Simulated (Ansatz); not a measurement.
Stepwise reaction of `N=C[SiH](N)N` with hydrogen, as a gas-phase model of exchange steps in deposition or etching. ΔE in kJ/mol.

Gas-phase electronic energies from Ansatz, PBE0-D4/def2-TZVP geometries. CCSD(T)/CBS adds triple-zeta CCSD(T) − MP2 to the extrapolated MP2 energy (def2 sets, frozen cores). This one scheme is used for every species. Functionals use def2-TZVPP. B3LYP here is the variant with VWN-RPA as its local correlation; programs differ in this. Each species was taken in one conformer, which may not be the lowest.

| step | reaction | PBE-D4 | B3LYP-D4 | ωB97M-V | CCSD(T)/CBS |
| --- | --- | --- | --- | --- | --- |
| 1 | `N=C[SiH](N)N` + H₂ → `N=C[SiH2]N` + NH₃ | 46.9 | 50.5 | 51.8 | 51.5 |

Q: Give the row of step 2, `N=C[SiH2]N` + H₂ → `N=C[SiH3]` + NH₃. (Estimate.)

A: The calculation gave: 
| step | reaction | PBE-D4 | B3LYP-D4 | ωB97M-V | CCSD(T)/CBS |
| --- | --- | --- | --- | --- | --- |
| 2 | `N=C[SiH2]N` + H₂ → `N=C[SiH3]` + NH₃ | 27.8 | 30.6 | 31.7 | 30.6 |

Q: By hand: ΔE of the 2 steps together at CCSD(T)/CBS.

A: (51.5) + (30.6) = 82.1 kJ/mol, or 41.0 kJ/mol a step.

In ΔE each step is lower than the one before. All are uphill at CCSD(T)/CBS. PBE-D4 differs from CCSD(T)/CBS by -4.6 to -2.8 kJ/mol a step. Isolated molecules leave out the surface, adducts and barriers. Largest T1 diagnostic: 0.012.
